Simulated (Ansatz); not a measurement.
Breaking the B1–F2 bond in BFGeH4 (SMILES F[BH][GeH3]) (multiplicity 1 held, fragments rigid). Energies count from the point at 1.323 Å.
Geometry at that point (charge 0, multiplicity 1):
```xyz
7

B      0.468    -1.269    -0.231
F     -0.423    -2.200     0.071
Ge     0.006     0.748     0.028
H      0.136     1.489    -1.317
H     -1.411     0.984     0.580
H      1.020     1.393     0.994
H      1.522    -1.652    -0.650
```

R- and RO- levels are restricted; in cc, def2 and unpolarised 6-31G sets they are followed outwards from rest. U- levels take the lowest unrestricted solution at each point, which mixes spins at long bonds. Left out are points that failed, MP2 points in a non-variational dive below the minimum, coupled-cluster points behind a sign of a changed root (a jump of the amplitudes, or a one-step jump against full CI or MRCI), small-basis points behind a change of solution, and semi-empirical points at long bonds. Levels need not reach the same state.

Correlated levels freeze the cores. Filled d and f shells under p-block atoms count as core.

Run with Ansatz (a first-principles code). Each number belongs to the level named beside it.

Energies in kJ/mol.

```
R (Å)  R-MP2/cc-pVDZ  U-SCS-MP2/cc-pVDZ  R-CCSD/cc-pVDZ  U-CCSD/cc-pVDZ  R-CCSD(T)/cc-pVDZ  U-CCSD(T)/cc-pVDZ
-----  -------------  -----------------  --------------  --------------  -----------------  -----------------
1.058            297                298             297             297                299                299
1.191             62                 62              61              61                 63                 63
1.323              0                  0               0               0                  0                  0
1.455             20                 19              20              20                 19                 19
1.588             77                 75              77              77                 75                 75
1.786            187                184             187             187                182                182
1.985            299                295             298             298                290                290
2.315            462                544             456             456                441                450
2.646            589                623             572             565                540                561
3.043            701                649             662             620                567                626
3.572            799                659        left out             636                348                645
4.234            856                662        left out             640               -297                649
```

Doubts at one or more of the structures used: a restricted determinant that unrestricted orbitals would lower (R-MP2/cc-pVDZ, R-CCSD/cc-pVDZ, R-CCSD(T)/cc-pVDZ); a spin-contaminated determinant (U-SCS-MP2/cc-pVDZ, U-CCSD/cc-pVDZ, U-CCSD(T)/cc-pVDZ); T1 above 0.05 (R-CCSD/cc-pVDZ, U-CCSD/cc-pVDZ, R-CCSD(T)/cc-pVDZ, U-CCSD(T)/cc-pVDZ); other coupled-cluster roots lie near (R-CCSD/cc-pVDZ, R-CCSD(T)/cc-pVDZ); the program's own flag: other amplitudes (U-CCSD/cc-pVDZ, U-CCSD(T)/cc-pVDZ).
